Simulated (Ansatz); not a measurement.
# Reading a saddle point

A first-order saddle point of BHBrCl$_{2}$F, closed shell, PBE0-D4/def2-TZVP, with one imaginary mode of 814i cm⁻¹:

```
atom    x (Å)    y (Å)    z (Å)
  B1  -0.1487   0.2971  -0.3328
  F2   1.2574  -0.2219   0.0007
 Cl3  -0.6934  -0.3303  -1.8789
 Cl4  -0.2814   2.0100   0.0261
  H5   0.7477  -0.8146   0.8390
 Br6  -0.8815  -0.9403   1.3458
```

Computed with Ansatz 0.2.0 (basis: def2-TZVPP and def2-QZVPP); correlated methods freeze the cores. Filled d shells of the heavier atoms are correlated. The def2 sets are not built for correlating such inner shells, so the correlated values are less sure here. Extrapolation: Hartree–Fock as exp(−7.88 √X), correlation as X^−2.97.

Task: Which contacts change along the imaginary mode, and what lies on either side? (Judge from chemistry; the calculation decides.)

Result: The calculation gives: The step is BCl₂F ([F][B]([Cl])[Cl]) + HBr → BBrCl₂ ([Cl][B]([Cl])[Br]) + HF, with the molecules in contact on both sides. Shortening one way: B1–Br6, F2–H5; lengthening the same way: B1–F2, H5–Br6.
```tsv
pair	one side (Å)	saddle (Å)	other side (Å)
B1–Br6	3.51	2.21	1.92
F2–H5	3.03	1.15	0.92
B1–F2	1.31	1.54	3.15
H5–Br6	1.42	1.71	2.59
```

Task: Which side is lower, and how far does the saddle lie above each? (An estimate is asked for; the value comes from the calculation.)

Result: By the calculation: The side with B1–F2, H5–Br6 short is lower by 14.80 kcal/mol; the saddle lies 33.57 kcal/mol above it and 18.77 kcal/mol above the other (CCSD(T) at an estimated basis limit (MP2 extrapolated from triple and quadruple zeta, plus CCSD(T) − MP2 in triple zeta); electronic energies).

No T1 diagnostic of these runs exceeds 0.010.

Labels in which every atom is bracketed show which atoms are joined, not bond orders.

For scale, one of the runs: CCSD(T)/def2-TZVPP, 208 basis functions, launched by `ansatz run in.yaml --threads 4 --pin off --events-out ev --progress --plain --max-ram 9574MiB`. The run took 2.1 min on 4 CPU threads of an Arm Neoverse V1 (shared host), with 2.8 GiB of host memory at its peak.
